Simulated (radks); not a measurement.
Cr2.75+, configuration [Ar] 3d3.25 (fractional occupations, a model configuration). Method: Dirac Kohn-Sham, PBE, spin-unpolarised, spherical densities, point nucleus; open shells are shared between the two j in proportion to 2j + 1; computed with a radial shooting solver on a logarithmic mesh with Libxc functionals.

Radial electron density D(r) = 4 pi r^2 rho(r):

```
   r/bohr * D(r) (the largest magnitude, 31.5, reaches the edge; | marks zero)
 0.003389 | *
 0.003821 |  *
 0.004343 |  *
 0.004897 |   *
 0.005521 |    *
 0.006225 |     *
 0.007019 |       *
 0.007914 |        *
 0.008923 |          *
  0.01006 |            *
  0.01134 |               *
  0.01279 |                  *
  0.01454 |                     *
  0.01639 |                         *
  0.01848 |                             *
  0.02083 |                                 *
  0.02349 |                                     *
  0.02649 |                                         *
  0.02986 |                                            *
  0.03367 |                                               *
  0.03796 |                                                 *
   0.0428 |                                                 *
  0.04826 |                                                 *
  0.05485 |                                                *
  0.06185 |                                             *
  0.06973 |                                           *
  0.07862 |                                        *
  0.08864 |                                      *
  0.09995 |                                     *
   0.1127 |                                       *
   0.1271 |                                         *
   0.1433 |                                             *
   0.1615 |                                                  *
   0.1836 |                                                     *
    0.207 |                                                      *
   0.2334 |                                                    *
   0.2631 |                                               *
   0.2967 |                                        *
   0.3345 |                                *
   0.3771 |                        *
   0.4252 |                   *
   0.4794 |                 *
   0.5406 |                 *
   0.6095 |                   *
   0.6927 |                     *
    0.781 |                      *
   0.8806 |                     *
   0.9929 |                  *
    1.119 |              *
    1.262 |          *
    1.423 |      *
    1.605 |    *
    1.809 |  *
     2.04 |*
    2.318 |*
    2.614 *
    2.947 *
    3.323 *
    3.747 *
    4.224 *
```

D(r) has 3 maxima, at r = 0.0442, 0.204, 0.769 bohr, and minima at 0.0984, 0.499 bohr, inside which lie 2.14, 10.55 electrons.
